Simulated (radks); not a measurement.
Question: The rhodium ion Rh3+, configuration [Kr] 4d6. Calculated with a radial shooting solver on a logarithmic mesh with Libxc functionals: non-relativistic Kohn-Sham, PBEsol, spin-unpolarised, spherical densities, point nucleus; relativity is left out, which matters for an element this heavy. Some entries of the table are withheld. Estimate them.

orbital,occ.,eigenvalue (hartree),<r> (bohr),<r^2> (bohr^2)
1s,2,-823.0611,0.03386,(1)
2s,2,-118.2295,0.1473,0.02550
2p,6,-109.7260,0.1260,0.01933
3s,2,-22.14250,0.4033,(2)
3p,6,-18.77503,(3),0.1821
3d,10,-12.56461,0.3700,(4)
4s,2,(5),1.001,1.133
4p,6,-3.11098,1.076,(6)
4d,6,-1.46881,1.356,2.166

Answer: 
(1) 1s <r^2> (bohr^2): 0.001534
(2) 3s <r^2> (bohr^2): 0.1859
(3) 3p <r> (bohr): 0.3960
(4) 3d <r^2> (bohr^2): 0.1634
(5) 4s eigenvalue (hartree): -4.14496
(6) 4p <r^2> (bohr^2): 1.321
